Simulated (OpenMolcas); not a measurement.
# Os5+: ligand-field states by method

Os5+ with 6 ligands (fluoride) in octahedral coordination (Oh) at 1.89 Å. A charge of +0.167 e stands 2.4 Å behind each ligand. Ligand basis ANO-RCC-VDZP.
```
Os    0.0000    0.0000    0.0000
F     1.8900    0.0000    0.0000
F     0.0000    1.8900    0.0000
F    -1.8900    0.0000    0.0000
F     0.0000   -1.8900    0.0000
F     0.0000    0.0000    1.8900
F     0.0000    0.0000   -1.8900
```

- Program: OpenMolcas 26.06
- Basis: ANO-RCC-VTZP [8s7p5d3f2g1h]
- Scalar Hamiltonian: DKH2, point nucleus
- Active space: 3 electrons in 5 orbitals (5d)
- State averaging: 2S+1 = 4 even, 10 roots; 2S+1 = 2 even, 40 roots
- Spin-orbit coupling: state interaction with AMFI integrals over the reference wave functions

I. CASSCF
II. SS-CASPT2, IPEA 0.25 Eh, imaginary shift 0.1 Eh (closed shells correlated: 5s 5p and the ligand valence shells)

Spin-free states (labels of O, the rotations of Oh) in cm-1, each column counted from its own energy of the first state listed:

```json
{"State": "4A2", "Degeneracy": "1", "I": "0", "II": "0"}
{"State": "2E", "Degeneracy": "2", "I": "13914", "II": "9910"}
{"State": "2T1", "Degeneracy": "3", "I": "14838", "II": "9620"}
{"State": "2T2", "Degeneracy": "3", "I": "22776", "II": "16560"}
{"State": "4T2", "Degeneracy": "3", "I": "40029", "II": "40580"}
{"State": "4T1", "Degeneracy": "3", "I": "48217", "II": "46560"}
{"State": "2A1", "Degeneracy": "1", "I": "50898", "II": "46470"}
{"State": "2S+1 = 2", "Degeneracy": "3", "I": "52617", "II": "48450"}
{"State": "2S+1 = 2", "Degeneracy": "3", "I": "53290", "II": "48640"}
{"State": "2E", "Degeneracy": "2", "I": "55088", "II": "49730"}
```

From I to II, I's first state of the same spin (4T2) moves from 40029 to 40580 cm-1, by about +550 cm-1.

From I to II, I's first state of another spin (2E) moves from 13914 to 9910 cm-1, by about -4000 cm-1. In II another state of that kind comes below it.

χT at 300 K: I 1.46, II 1.32 cm3 K/mol.

The states above are spin-free; spin-orbit coupling is strong here and shifts and splits them by thousands of cm-1.

Roots that are degenerate in the reference are averaged as groups; the widest CASPT2 spread within a group is 1500 cm-1 (the 3-fold group of multiplicity 2 near 102000 cm-1 above the lowest state of its run, II). Shifts and gaps below about the spread of the groups concerned are not significant. Over all roots computed the reference weight is 0.67 to 0.69 in II; a low but even weight reflects the number of correlated electrons. The least metal-like active orbital is 69 % on the metal (Löwdin) and no ligand orbital is active, so the numbers are rough. Ligand-to-metal charge-transfer states are missing. With no ligand orbital active B as a rule stays too high, so bands that hang on it stand too high and its fall with covalency is understated. Without dynamic correlation the repulsion within the d shell is too large (B by tens of per cent), so at a given field states of lower spin stand too high (holds for I). With metal d orbitals alone the field can be off either way by tens of per cent (holds for I). With one d shell and no ligand orbital active, 10Dq can be off by a tenth or more (holds for II). No measured value stands beside these numbers; the geometry is a model, was not optimised and need not be the one that this ion takes.

A state without a sure symmetry label is named by its multiplicity alone.
